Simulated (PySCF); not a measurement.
A species of formula C5H9NSi has this rotational fingerprint, computed with PySCF 2.14.0, PBE0-D3(BJ)/def2-SVP geometry optimisation, gas phase:

- Rotational constants: A = 4647, B = 1139, C = 1009 MHz
- Dipole components: |μa| = 0.12 D, |μb| = 0.67 D, |μc| = 0.03 D
- Inertial defect: -51.52 u·Å²
- κ: -0.93

Question: Which structure is it? (One computed conformer of each.)
A. `[CH:1]#[C:2][C@@H:3]1[CH2:4][C@H:5]1[SiH2:6][NH2:7]` with C4–C5–Si6–N7 45°, C5–Si6–N7–H -136° and 83°
B. `[CH:1]#[C:2][Si:3]1([NH:4][CH3:5])[CH2:6][CH2:7]1` with C2–Si3–N4–C5 -69°
C. `[CH2:1]=[N:2][Si@@H:3]([CH3:4])[C:5]#[C:6][CH3:7]` with C1–N2–Si3–C4 124°
D. `[CH:1]#[C:2][Si@H:3]([NH2:4])[CH2:5][CH:6]=[CH2:7]` with C2–Si3–N4–H 57° and -162°, C2–Si3–C5–C6 175°, Si3–C5–C6–C7 -101°
E. `[H]/[N:1]=[CH:2]\[C@H:3]1[CH:4]=[CH:5][CH2:6][SiH2:7]1` with N1–C2–C3–C4 -17°, C2–C3–C4–C5 110°, C4–C5–C6–Si7 8°, C5–C6–Si7–C3 -12°, C2–C3–Si7–C6 -109°

Answer: D. It is C#C[Si@H](N)CC=C, a near-prolate asymmetric top, point group C1. The candidates at the same level (rigid rotor, commonest isotopes):

```tsv
SMILES	A (MHz)	B (MHz)	C (MHz)	μa (D)	μb (D)	μc (D)	Δ (u·Å²)	point group	rotor
C#C[C@@H]1C[C@H]1[SiH2]N	5036	1077	1065	1.30	0.56	0.60	-94.88	C1	near-prolate asymmetric top
C=N[Si@@H](C)C#CC	3419	1088	877.6	0.83	0.15	0.59	-36.63	C1	asymmetric top
C#C[Si@H](N)CC=C	4647	1139	1009	0.12	0.67	0.03	-51.52	C1	near-prolate asymmetric top
[H]/N=C\[C@H]1C=CC[SiH2]1	3340	1911	1512	2.49	0.40	1.05	-81.40	C1	asymmetric top
C#C[Si]1(NC)CC1	2297	1995	1228	0.66	1.08	0.43	-61.79	C1	asymmetric top
```

`C=N[Si@@H](C)C#CC` has A 26 % too low; `C#C[C@@H]1C[C@H]1[SiH2]N` has A 8 % too high; `[H]/N=C\[C@H]1C=CC[SiH2]1` has B 68 % too high; `C#C[Si]1(NC)CC1` has B 75 % too high. No structure here is proved a minimum.
